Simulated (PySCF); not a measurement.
# Working out the ionisation energy of Sn⁺

Sn⁺ [Kr] 4d10 5s2 5p1 (2P) → Sn²⁺ [Kr] 4d10 5s2 (1S). Calculation: PySCF 2.14, in aug-cc-pwCVDZ-PP with ECP28MDF (6s5p4d1f, 48 functions); scalar relativity through the core potential. Frozen: nothing. Energies in hartree (1 hartree = 27.21139 eV):

```
            part  Sn⁺ (lower)  Sn²⁺ (upper)
             UHF  -213.083772   -212.579270
CCSD correlation    -0.394977     -0.384403
             (T)    -0.007061     -0.006881
```

Task: What does Hartree-Fock give?

Result: (-212.579270) − (-213.083772) = 0.504502 hartree = 13.728 eV.

Task: What do CCSD and CCSD(T) give?

Result: The CCSD correlation energies differ by 0.010574 hartree = 0.288 eV and the triples by 0.000180 hartree = 0.005 eV, so CCSD gives 14.016 eV and CCSD(T) 14.021 eV.

Measured between the centres of the two terms (NIST): 14.282 eV, so CCSD(T) (valence and next inner shell) is off by -0.261 eV.

A double-zeta basis recovers only part of the correlation energy.

What remains against the reference includes basis incompleteness and higher excitations.
